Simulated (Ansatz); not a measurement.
Consider the redistribution: `CCOBO` + `N[SiH2]O[SiH2][SiH3]` → `OBO[SiH2][SiH3]` + `CCO[SiH2]N`.

Isolated molecules relaxed with PBE0-D4/def2-TZVP in Ansatz; ΔE leaves out vibrations. CCSD(T)/CBS is the MP2 limit (def2-TZVPP, def2-QZVPP) plus CCSD(T) − MP2 in def2-TZVPP, frozen cores. Each species was taken in one conformer, which may not be the lowest.

`CCOBO`:

Z-matrix (Å, degrees):
```
C
C 1 1.509
H 1 1.092 2 110.8
H 1 1.093 2 110.3 3 119.9
H 1 1.092 2 110.6 3 -120.2
O 2 1.418 1 110.6 3 63.1
H 2 1.095 1 110.7 3 -58.9
H 2 1.094 1 110.5 3 -178.3
B 6 1.356 2 121.7 1 -111.7
O 9 1.356 6 119.7 2 178.9
H 9 1.199 6 121.9 2 -1.2
H 10 0.962 9 112.0 6 -0.1
```

`N[SiH2]O[SiH2][SiH3]`:

```xyz
14

N    -1.331   -1.470   -0.042
Si   -1.985    0.102    0.013
O    -0.866    1.301    0.063
Si    0.747    1.581    0.054
Si    2.006   -0.399   -0.024
H    -1.058   -1.987    0.775
H    -1.063   -1.929   -0.895
H    -2.797    0.220    1.247
H    -2.785    0.306   -1.217
H     1.114    2.343    1.279
H     1.089    2.422   -1.126
H     1.748   -1.268    1.156
H     1.731   -1.183   -1.260
H     3.453   -0.040   -0.022
```

`OBO[SiH2][SiH3]`:

```xyz
12

O    -2.579    0.498    1.713
B    -1.497    0.136    0.986
O    -0.655    1.081    0.486
Si    0.726    0.964   -0.425
Si    1.303   -1.256   -0.917
H    -2.650    1.453    1.810
H    -1.312   -1.035    0.804
H     0.503    1.729   -1.681
H     1.822    1.625    0.332
H     1.559   -2.033    0.325
H     0.232   -1.929   -1.699
H     2.548   -1.234   -1.733
```

`CCO[SiH2]N`:

```xyz
14

C     1.642    1.642   -0.434
C     0.841    0.364   -0.442
O    -0.419    0.594    0.154
Si   -1.619   -0.531    0.173
N    -1.301   -1.976    1.023
H     1.786    1.995    0.589
H     1.124    2.422   -0.995
H     2.624    1.481   -0.887
H     1.375   -0.422    0.108
H     0.710    0.007   -1.473
H    -2.744    0.183    0.813
H    -1.904   -0.959   -1.224
H    -1.206   -2.014    2.023
H    -0.909   -2.786    0.573
```

```tsv
species	CCSD(T)/CBS(def2) energy (Eh)
`CCOBO`	-255.55843
`N[SiH2]O[SiH2][SiH3]`	-1002.64080
`OBO[SiH2][SiH3]`	-757.64369
`CCO[SiH2]N`	-500.54764
```

Question: Work out ΔE.

Answer: ΔE = (-757.64369) + (-500.54764) − (-255.55843) − (-1002.64080) = 0.00790 Eh = +20.7 kJ/mol.

Largest T1 diagnostic among the species: 0.013.

The D4 term adds +4.9 kJ/mol with B3LYP and +2.8 kJ/mol with PBE0; it sums over pairs of atoms, weighted by their polarisabilities, and B3LYP, whose exchange is more repulsive, gets the larger term.

B3LYP here is the variant with VWN-RPA as its local correlation; programs differ in this.
